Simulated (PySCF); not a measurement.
CH10N2O2Si2, singlet, at a GFN2-xTB geometry, with bond 10-2 at 2.4 times its length; CASSCF(6,4)/STO-3G in PySCF.

Input for PySCF:
```python
from pyscf import gto, scf, mcscf
import numpy

mol = gto.Mole()
mol.atom = '''
    Si   -1.12977562   -0.11644705   -0.29551750
    C    -2.39438437   -1.21694902    0.57951763
    O    -1.39204134    1.49053429   -0.14137528
    O    -1.28395285   -0.41260025   -1.88652558
    N     0.45133255   -0.46053147    0.32462868
    Si    1.82109848    0.58416455    0.33147900
    N     3.09397312   -0.38520642    0.97805511
    H    -2.30158079   -2.24725020    0.25615780
    H    -3.40366064   -0.89329890    0.35009421
    H    -2.10133544   -1.16253543    3.16671415
    H    -1.26002455    1.89463338    0.71022268
    H    -1.03117175    0.26603705   -2.50710465
    H     0.60213766   -1.38708499    0.68302188
    H     2.03977908    1.11951196   -1.02280580
    H     1.66010615    1.69079842    1.28385895
    H     3.27838398   -1.27562331    0.54387336
    H     3.96691160    0.07689535    1.16901915
'''
mol.basis = 'sto-3g'
mol.verbose = 4
mol.build()

mf = scf.RHF(mol)
mf.kernel()
mc = mcscf.CASSCF(mf, 4, 6)
mc.fix_spin_(ss=0.0)
mc.conv_tol = 1e-5
mc.kernel()
occ = numpy.linalg.eigvalsh(mc.fcisolver.make_rdm1(mc.ci, mc.ncas, mc.nelecas))[::-1]
ss = mc.fcisolver.spin_square(mc.ci, mc.ncas, mc.nelecas)[0]
print('natural occupations', occ.round(4), ' <S^2>', round(ss, 4))
```

The log (banner, timings and long lists left out):

```
PySCF version 2.14.0

[INPUT] verbose = 4
[INPUT] num. atoms = 17
[INPUT] num. electrons = 74
[INPUT] charge = 0
[INPUT] spin (= nelec alpha-beta = 2S) = 0
[INPUT] symmetry False subgroup None
[INPUT] Mole.unit = angstrom
[INPUT] Symbol           X                Y                Z      unit          X                Y                Z       unit  Magmom
[INPUT]  1 Si    -1.129775620000  -0.116447050000  -0.295517500000 AA   -2.134966504011  -0.220053032514  -0.558447140016 Bohr   0.0
[INPUT]  2 C     -2.394384370000  -1.216949020000   0.579517630000 AA   -4.524730696239  -2.299700355358   1.095129605057 Bohr   0.0
[INPUT]  3 O     -1.392041340000   1.490534290000  -0.141375280000 AA   -2.630576886673   2.816701587373  -0.267160559984 Bohr   0.0
[INPUT]  4 O     -1.283952850000  -0.412600250000  -1.886525580000 AA   -2.426319243355  -0.779701471427  -3.565016673186 Bohr   0.0
[INPUT]  5 N      0.451332550000  -0.460531470000   0.324628680000 AA    0.852894910602  -0.870278350043   0.613459297379 Bohr   0.0
[INPUT]  6 Si     1.821098480000   0.584164550000   0.331479000000 AA    3.441377373062   1.103911011180   0.626404526045 Bohr   0.0
[INPUT]  7 N      3.093973120000  -0.385206420000   0.978055110000 AA    5.846761833566  -0.727934635224   1.848256292631 Bohr   0.0
[INPUT]  8 H     -2.301580790000  -2.247250200000   0.256157800000 AA   -4.349357346660  -4.246687411374   0.484068086671 Bohr   0.0
[INPUT]  9 H     -3.403660640000  -0.893298900000   0.350094210000 AA   -6.431986430562  -1.688090268375   0.661582174696 Bohr   0.0
[INPUT] 10 H     -2.101335440000  -1.162535430000   3.166714150000 AA   -3.970948477442  -2.196873572803   5.984222458285 Bohr   0.0
[INPUT] 11 H     -1.260024550000   1.894633380000   0.710222680000 AA   -2.381101309728   3.580338194659   1.342126352655 Bohr   0.0
[INPUT] 12 H     -1.031171750000   0.266037050000  -2.507104650000 AA   -1.948632194888   0.502737163487  -4.737741154124 Bohr   0.0
[INPUT] 13 H      0.602137660000  -1.387084990000   0.683021880000 AA    1.137875266686  -2.621210742595   1.290724290286 Bohr   0.0
[INPUT] 14 H      2.039779080000   1.119511960000  -1.022805800000 AA    3.854623815817   2.115570997575  -1.932822840617 Bohr   0.0
[INPUT] 15 H      1.660106150000   1.690798420000   1.283858950000 AA    3.137145961206   3.195145945647   2.426141798072 Bohr   0.0
[INPUT] 16 H      3.278383980000  -1.275623310000   0.543873360000 AA    6.195247853362  -2.410578694011   1.027771696847 Bohr   0.0
[INPUT] 17 H      3.966911600000   0.076895350000   1.169019150000 AA    7.496376484360   0.145311151753   2.209126027872 Bohr   0.0

nuclear repulsion = 487.133107717282
number of shells = 35
number of NR pGTOs = 159
number of NR cGTOs = 53
basis = sto-3g
ecp = {}

******** <class 'pyscf.scf.hf.RHF'> ********
method = RHF
initial guess = minao
damping factor = 0
level_shift factor = 0
DIIS = <class 'pyscf.scf.diis.CDIIS'>
diis_start_cycle = 1
diis_space = 8
diis_damp = 0
SCF conv_tol = 1e-09
SCF conv_tol_grad = None
SCF max_cycles = 50
direct_scf = True
direct_scf_tol = 1e-13
Set gradient conv threshold to 3.16228e-05
Initial guess from minao.
init E= -869.995610157853
  HOMO = -0.213428615518445  LUMO = -0.113253978173798  gap/eV = 2.72589
cycle= 1 E= -869.180570176513  delta_E= 0.815  |g|= 0.678  |ddm|= 4.94
  HOMO = -0.192099388373406  LUMO = 0.0847739603453526  gap/eV = 7.53411
cycle= 2 E= -869.345126384706  delta_E= -0.165  |g|= 0.14  |ddm|= 1.16
  HOMO = -0.19612648671957  LUMO = 0.101589688354179  gap/eV = 8.10127
cycle= 3 E= -869.352304911705  delta_E= -0.00718  |g|= 0.0333  |ddm|= 0.232
  HOMO = -0.199518634092605  LUMO = 0.098115804729302  gap/eV = 8.09905
cycle= 4 E= -869.352699937576  delta_E= -0.000395  |g|= 0.0247  |ddm|= 0.096
  HOMO = -0.199875571071084  LUMO = 0.099021312995263  gap/eV = 8.13340
cycle= 5 E= -869.352975125437  delta_E= -0.000275  |g|= 0.00529  |ddm|= 0.0473
  HOMO = -0.200141798153425  LUMO = 0.0987283203307182  gap/eV = 8.13267
cycle= 6 E= -869.352990334019  delta_E= -1.52e-05  |g|= 0.0013  |ddm|= 0.0101
  HOMO = -0.199999189718478  LUMO = 0.0989417465611603  gap/eV = 8.13460
cycle= 7 E= -869.352992290978  delta_E= -1.96e-06  |g|= 0.000411  |ddm|= 0.00461
  HOMO = -0.199970943051389  LUMO = 0.0989872312757516  gap/eV = 8.13507
cycle= 8 E= -869.352992551667  delta_E= -2.61e-07  |g|= 0.000153  |ddm|= 0.00158
  HOMO = -0.199991767274549  LUMO = 0.0989787215408104  gap/eV = 8.13540
cycle= 9 E= -869.352992593371  delta_E= -4.17e-08  |g|= 3.63e-05  |ddm|= 0.000705
  HOMO = -0.199995360729729  LUMO = 0.0989779096565415  gap/eV = 8.13548
cycle= 10 E= -869.3529925955  delta_E= -2.13e-09  |g|= 9.6e-06  |ddm|= 0.000164
  HOMO = -0.199996257801404  LUMO = 0.0989775590399417  gap/eV = 8.13549
cycle= 11 E= -869.352992595612  delta_E= -1.11e-10  |g|= 1.78e-06  |ddm|= 4.07e-05
  HOMO = -0.199996499481352  LUMO = 0.0989773852246607  gap/eV = 8.13549
Extra cycle  E= -869.352992595613  delta_E= -1.82e-12  |g|= 8.8e-07  |ddm|= 4.8e-06
converged SCF energy = -869.352992595613

******** <class 'pyscf.mcscf.mc1step.CASSCF'> ********
CAS (3e+3e, 4o), ncore = 34, nvir = 15
max_cycle_macro = 50
max_cycle_micro = 4
conv_tol = 1e-05
conv_tol_grad = None
orbital rotation max_stepsize = 0.02
orbital rotation threshold for CI restart = 0.01
augmented hessian ah_max_cycle = 30
augmented hessian ah_conv_tol = 1e-12
augmented hessian ah_linear dependence = 1e-14
augmented hessian ah_level shift = 1e-08
augmented hessian ah_start_tol = 2.5
augmented hessian ah_start_cycle = 3
augmented hessian ah_grad_trust_region = 3
kf_trust_region = 3
kf_interval = 4
ci_response_space = 4
ci_grad_trust_region = 3
with_dep4 0
natorb = False
canonicalization = True
sorting_mo_energy = False
ao2mo_level = 2
internal_rotation = False
******** <class 'pyscf.fci.addons.SpinPenaltyFCISolver'> ********
max. cycles = 50
conv_tol = 1e-08
davidson only = True
linear dependence = 1e-12
level shift = 0.001
max iter space = 12
nroots = 1
pspace_size = 400
spin = None
CASCI E = -869.524061919726  S^2 = 0.0000000
Set conv_tol_grad to 0.00316228
macro iter   1 ( 17 JK    4 micro), CASSCF E = -869.533062797366  dE = -9.00087764e-03  S^2 = 0.0000000
               |grad[o]|=0.0713  |grad[c]|=0.0164  |ddm|=0.0162  |maxRot[o]|=0.144
macro iter   2 ( 11 JK    3 micro), CASSCF E = -869.533073160929  dE = -1.03635638e-05  S^2 = 0.0000000
               |grad[o]|=0.00386  |grad[c]|=0.00563  |ddm|=0.00111  |maxRot[o]|=0.118
macro iter   3 (  6 JK    1 micro), CASSCF E = -869.533073991380  dE = -8.30451086e-07  S^2 = 0.0000000
               |grad[o]|=0.00115  |grad[c]|=0.00166  |ddm|=0.000137  |maxRot[o]|=0.0799
macro iter   4 (  6 JK    1 micro), CASSCF E = -869.533074374741  dE = -3.83360430e-07  S^2 = 0.0000000
               |grad[o]|=0.00113  |grad[c]|=0.000202  |ddm|=2e-05  |maxRot[o]|=0.024
macro iter   5 (  7 JK    1 micro), CASSCF E = -869.533074536716  dE = -1.61975322e-07  S^2 = 0.0000000
               |grad[o]|=0.00111  |grad[c]|=6.53e-05  |ddm|=9.6e-06  |maxRot[o]|=0.009
1-step CASSCF converged in   5 macro ( 47 JK  10 micro) steps
CASSCF canonicalization
Density matrix diagonal elements [1.99989084 1.99999409 1.30689273 0.69322234]
CASSCF energy = -869.533074536716
CASCI E = -869.533074536716  E(CI) = -5.18420302880747  S^2 = 0.0000000
natural occupations [2.     2.     1.3076 0.6924]  <S^2> 0.0
```
